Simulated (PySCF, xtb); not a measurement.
C5H5FO, SMILES C#C[C@@]1(F)CCO1.

GFN2-xTB (xtb) at its own geometry gives an orbital gap of 6.41 eV and a dipole moment of 3.32 D.

Geometry optimised at ωB97X-D3(BJ)/def2-SVP. The structure was generated by enumeration; whether it is a known compound was not checked.

### Question
What does ωB97X/def2-TZVP (PySCF) give? (An estimate is asked for; the answer gives what the named calculation found.)

### Answer
gap 13.00 eV (levels -10.59 and 2.41 eV), dipole 2.84 D.
